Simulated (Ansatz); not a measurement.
Te₁₄Mo₃⁻. The state is a doublet with charge -1. Geometry PBE-D4/def2-SVP, that of the neutral singlet; atoms count from 1.

Cartesian coordinates in Å:
```
Mo 0.3944 -0.1158 1.6503
Mo 0.7505 1.1326 -0.9365
Mo -1.1560 -1.0325 -0.7003
Te 1.4965 -1.4360 -0.4271
Te -1.5537 1.3506 0.4981
Te 3.1300 0.3318 2.1342
Te 0.8673 2.3997 2.8204
Te 0.3565 -2.6003 2.8206
Te -1.5924 -0.8220 3.4110
Te 1.3647 0.3023 -3.5104
Te -0.8698 2.3441 -2.8334
Te 3.4364 1.5273 -0.3693
Te 1.2016 3.5695 0.3089
Te -0.4671 -1.7952 -3.3198
Te -2.7297 0.2725 -2.6338
Te -1.3412 -3.6044 0.2471
Te -3.2878 -1.8241 0.8401
```

In the def2 sets Mo, Te take a core potential; there is no spin–orbit coupling. Single mean-field runs in def2-SVP are fitted with def2-universal-jkfit. The charge -1 doublet is spin-contaminated (final ⟨S²⟩ up to 1.36, 0.75 for a pure state).

**Question.** Estimate the Mulliken populations from the PBE0/def2-SVP orbitals of Ansatz.

**Answer.** 
```csv
atom,charge (e),spin (α − β),d electrons
Mo1,-0.38,0.94,5.36
Mo2,-0.47,0.91,5.37
Mo3,-0.39,-0.78,5.36
Te4,0.09,-0.03,–
Te5,0.09,-0.03,–
Te6,-0.03,0.01,–
Te7,-0.03,0.01,–
Te8,0.03,0.04,–
Te9,0.03,0.04,–
Te10,0.01,-0.13,–
Te11,0.01,-0.13,–
Te12,0.01,0.02,–
Te13,0.01,0.02,–
Te14,-0.03,0.07,–
Te15,-0.03,0.07,–
Te16,0.04,-0.03,–
Te17,0.04,-0.03,–
```
Mulliken values and Mayer orders depend strongly on the basis.

**Question.** Where does the spin sit?

**Answer.** Summed by element: Mo 1.08, Te -0.08, of 1 unpaired in all. Largest on single atoms: Mo1 0.94, Mo2 0.91, Mo3 -0.78.

**Question.** And the Mayer bond orders between bonded heavy atoms (over 0.3)?

**Answer.** Mo1–Mo2 0.65 (2.89 Å); Mo1–Mo3 0.60 (2.96 Å); Mo1–Te4 0.82 (2.70 Å); Mo1–Te5 0.82 (2.70 Å); Mo1–Te6 0.78 (2.81 Å); Mo1–Te7 0.78 (2.81 Å); Mo1–Te8 0.74 (2.75 Å); Mo1–Te9 0.74 (2.75 Å); Mo2–Mo3 0.66 (2.89 Å); Mo2–Te4 0.78 (2.72 Å); Mo2–Te5 0.78 (2.72 Å); Mo2–Te10 0.83 (2.77 Å); Mo2–Te11 0.83 (2.77 Å); Mo2–Te12 0.78 (2.77 Å); Mo2–Te13 0.78 (2.77 Å); Mo3–Te4 0.82 (2.70 Å); Mo3–Te5 0.82 (2.70 Å); Mo3–Te14 0.83 (2.81 Å); Mo3–Te15 0.83 (2.81 Å); Mo3–Te16 0.77 (2.75 Å); Mo3–Te17 0.77 (2.75 Å); Te6–Te12 1.11 (2.79 Å); Te7–Te13 1.11 (2.79 Å); Te8–Te9 1.20 (2.70 Å); Te8–Te16 0.35 (3.24 Å); Te9–Te17 0.36 (3.24 Å); Te10–Te11 0.34 (3.10 Å); Te10–Te14 1.05 (2.79 Å); Te11–Te15 1.05 (2.79 Å); Te12–Te13 0.34 (3.10 Å); Te14–Te15 0.30 (3.14 Å); Te16–Te17 1.18 (2.70 Å).
